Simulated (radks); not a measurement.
Results of a calculation; reference values are marked as such.
The mean radii <r> (bohr) of the occupied orbitals of an atom or ion are listed with their occupations. Code: a radial shooting solver on a logarithmic mesh with Libxc functionals. Model: Dirac Kohn-Sham, PBEsol, spin-unpolarised, spherical densities, finite nucleus; Fermi nuclear charge, rms radius of each element as measured or else 0.836 A^(1/3) + 0.57 fm.

orbital  occ.      <r>
1s1/2       2  0.01835
2s1/2       2  0.07697
2p1/2       2  0.06366
2p3/2       4  0.07161
3s1/2       2   0.2006
3p1/2       2   0.1906
3p3/2       4   0.2053
3d3/2       4   0.1796
3d5/2       6   0.1842
4s1/2       2   0.4495
4p1/2       2   0.4545
4p3/2       4   0.4877
4d3/2       4   0.5039
4d5/2       6   0.5151
5s1/2       2    1.013
5p1/2       1    1.081
4f5/2       6   0.5814
4f7/2       8   0.5889
5p3/2       2    1.150

Name the element and its charge. Open shells, if any, are shared by 2j + 1.

Answer. Z = 74, tungsten, charge +9: W9+ in [Kr] 4d10 4f14 5s2 5p3. The 1s radius gives Z: for a bare nucleus <r> = (2 gamma + 1)/(2Z) with gamma = sqrt(1 - (Z/c)^2), 0.01813 bohr for Z = 74, and screening makes it slightly larger (0.01835 here). The occupations add up to 65, and the charge is Z minus that.
